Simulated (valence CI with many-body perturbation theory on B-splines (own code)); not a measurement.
Results of a calculation; reference values are marked as such.
**Level structure of Ho XVII**

Level of theory: valence CI with perturbative core correlation (CI+MBPT): five valence electrons over a frozen Dirac-Fock core [Kr] 4d10, radial functions for each j: 7 s, 7 p, 7 d, 7 f, 4 g, 2 h, with the one-electron correlation potential Σ1 (screened to all orders), the two-electron term Σ2, the three-electron term Σ3, Breit, model QED; selected single and double excitations, second order for the rest, scaled by the run's own slope (own B-spline code, finite nucleus).

No measured levels were compared; by estimate terms of the open shell hold to a few per cent of their energy, and close levels can change places. Among the levels kept, up to 1100 cm⁻¹ of a level comes from second order outside the variational space, and about a tenth of that is noise between levels of different J, which matters for small intervals.

Levels 181 to 206 of 206, with energies above the lowest level, 4f5 6H°_5/2. "Leading %" is the weight of the configuration and term that name the level; weights of strongly mixed levels are sums over their largest components and can fall short. In the jj column 3d3/2^4 stands for four electrons in 3d with j = 3/2.

```csv
No.,Configuration,Term,J,E (eV),Leading %,Leading jj,g
181,4f4.5s,6G,11/2,15.564,59,4f5/2^2 4f7/2^2 5s (48 %),1.296
182,4f4.5s,4K,17/2,15.598,48,4f5/2^3 4f7/2 5s (56 %),1.127
183,4f4.5s,6G,9/2,15.770,49,4f5/2^2 4f7/2^2 5s (66 %),1.127
184,4f4.5s,4L,13/2,15.814,54,4f5/2^3 4f7/2 5s (52 %),0.868
185,4f5,2F°,7/2,15.842,52,4f5/2^3 4f7/2^2 (56 %),1.148
186,4f4.5s,4G,5/2,15.858,35,4f5/2^2 4f7/2^2 5s (39 %),1.008
187,4f5,2I°,13/2,15.888,52,4f5/2^2 4f7/2^3 (60 %),1.028
188,4f4.5s,4S,3/2,15.915,38,4f5/2^3 4f7/2 5s (54 %),1.588
189,4f5,2G°,9/2,16.118,52,4f5/2^3 4f7/2^2 (59 %),1.038
190,4f4.5s,4M,15/2,16.221,45,4f5/2^3 4f7/2 5s (66 %),0.932
191,4f4.5s,6G,13/2,16.266,86,4f5/2 4f7/2^3 5s (46 %),1.360
192,4f4.5s,4F,7/2,16.319,63,4f5/2^2 4f7/2^2 5s (66 %),1.147
193,4f4.5s,4F,9/2,16.370,28,4f5/2^3 4f7/2 5s (49 %),1.113
194,4f4.5s,4H,11/2,16.426,55,4f5/2 4f7/2^3 5s (46 %),1.200
195,4f4.5s,4G,7/2,16.448,47,4f5/2^2 4f7/2^2 5s (40 %),1.010
196,4f5,2K°,15/2,16.466,43,4f5/2^2 4f7/2^3 (70 %),1.039
197,4f4.5s,4F,5/2,16.467,40,4f5/2^2 4f7/2^2 5s (57 %),1.216
198,4f5,2F°,5/2,16.478,74,4f5/2^2 4f7/2^3 (69 %),0.885
199,4f5,4F°,9/2,16.530,74,4f5/2^2 4f7/2^3 (57 %),1.260
200,4f5,2H°,11/2,16.593,60,4f5/2^3 4f7/2^2 (52 %),1.107
201,4f5,2K°,13/2,16.614,54,4f5/2 4f7/2^4 (51 %),1.004
202,4f4.5s,4S,3/2,16.615,39,4f5/2^2 4f7/2^2 5s (60 %),1.469
203,4f4.5s,4P,1/2,16.725,50,4f5/2^2 4f7/2^2 5s (71 %),1.376
204,4f5,4F°,7/2,16.728,50,4f5/2^2 4f7/2^3 (38 %),1.160
205,4f4.5s,4L,15/2,16.815,58,4f5/2^2 4f7/2^2 5s (60 %),0.979
206,4f4.5s,4L,17/2,16.915,39,4f5/2^2 4f7/2^2 5s (72 %),1.069
```

Names give the largest LS component (configuration and term), which can be under half, so a name can repeat, a term be missing and a line seem to break the LS rules; names also repeat where a configuration has a term twice.

Where two levels of one J and parity lie close, their mixing, g and order are uncertain.
